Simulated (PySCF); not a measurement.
# Stretching NaCa

Set-up: PySCF, spin-free X2C with a Gaussian nucleus, basis sets Na x2c-SVPall, Ca x2c-SVPall. Energies in eV from Na + Ca in their ground configurations at the same level. State: ²Σ⁺ (doublet), unpaired electrons σ ↑.

```csv
R (Å),ROHF,ROHF-CCSD
3.197,0.3625,
3.346,0.2569,-0.0653
3.495,0.1797,-0.1185
3.607,0.1366,-0.1421
3.718,0.1034,-0.1552
3.829,0.0781,-0.1602
3.978,0.0535,-0.1582
4.164,0.0333,-0.1469
4.387,0.0189,-0.1275
4.685,0.0090,
```

Task: Put a parabola through the three lowest points of the ROHF-CCSD curve and estimate Re, k and ωe (reduced mass 14.59 u; 1 eV/Å² = 0.16022 mdyn/Å; ωe = 1302.8·√(k/μ) cm⁻¹).

Result: Through R = 3.718, 3.829, 3.978 Å the second-order coefficient is 0.225 eV/Å², so Re ≈ 3.874 Å, k ≈ 0.0721 mdyn/Å and ωe ≈ 92 cm⁻¹. A polynomial fit of higher order to the unrounded ROHF-CCSD energies gives Re = 3.867 Å, k = 0.0669 mdyn/Å, ωe = 88.2 cm⁻¹; anharmonicity and rounding make the difference.

The higher-order fit for each curve: ROHF-CCSD: Re = 3.867 Å, ωe = 88.2 cm⁻¹, De = 0.161 eV. ROHF gives no reliable minimum on this grid.

Correlated steps freeze 6 core orbitals. The bond is weak. Basis-set superposition, not corrected here, can be much of De in a small basis, most of all at correlated wavefunction levels. The state was picked by a PBE0 search and need not be the measured ground state.
